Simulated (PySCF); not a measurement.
## TcH₃⁺, quartet: computed properties

Method: PySCF, UPBE0, basis Tc def2-TZVP with ECP28, H def2-TZVP (scalar-relativistic core potentials, no spin–orbit coupling, density fitting).

The structure is a minimum.

Z-matrix (Å, degrees; charge 1 multiplicity 4):
```
Tc
H  1 1.6828
H  1 1.6999 2 32.52
H  1 1.5952 2 67.31 3 180.00
```

- Point group: Cs
- Bond lengths: H–H 0.947 Å, Tc–H 1.595 Å, Tc–H 1.683 Å, Tc–H 1.700 Å
- Bond angles: H–H–Tc 72.7°, H–H–Tc 74.7°, H–Tc–H 32.5°, H–Tc–H 67.3°, H–Tc–H 99.8°
- Entropy at 298.15 K and 1 bar (electronic part: spin only): 251.8 J/(mol K)
- Zero-point energy: 51.1 kJ/mol
- Highest occupied level (β): -13.53 eV
- Rotational symmetry number: 1
- Dipole moment about the centre of mass: 1.12 D
- Rotational constants: 5.736, 3.211, 2.059 cm⁻¹
- Spin squared ⟨S²⟩: 3.782
- Heat capacity Cp at 298.15 K: 43.8 J/(mol K)
- Enthalpy at 298.15 K above 0 K: 11.01 kJ/mol
- Principal quadrupole moments (Buckingham, traceless) about the centre of mass: -2.39, -1.29, 3.68 D Å
- Lowest empty level (β): -9.22 eV
- Principal polarisabilities: 22.3, 25.3, 34.0 bohr³

Harmonic modes (masses in u: Tc 98.907, H 1.008):
```csv
symmetry,ω (cm⁻¹),IR (km/mol),μ (u)
a'',413,7.9,1.01
a',812,96.6,1.01
a',960,135,1.03
a',1922,8.9,1.01
a',2102,6.1,1.02
a',2336,31.7,1.01
```

Charges (e):
| atom | Mulliken | Löwdin | polar tensor | spin (Mulliken) | Mayer order to Tc1 |
| --- | --- | --- | --- | --- | --- |
| Tc1 | 0.62 | 0.65 | 0.89 | 3.22 | – |
| H2 | 0.16 | 0.15 | 0.16 | -0.04 | 0.57 |
| H3 | 0.10 | 0.13 | 0.04 | -0.05 | 0.61 |
| H4 | 0.12 | 0.07 | -0.08 | -0.14 | 0.96 |
Other Mayer orders above 0.3: H–H 0.39.

Mulliken populations on Tc1 (electrons outside its core potential): s 2.50, p 6.15, d 5.73, f 0.01.

Only a few start shapes were tried, so a lower isomer may exist. Other spin states or occupations of the open shell can lie lower.

The final relaxation and frequency run took 19 s on 2 threads of a shared AMD EPYC 9R45 96-Core (Zen 5) host, with 58 basis functions and 18 gradients; the process peaked at 0.75 GiB.
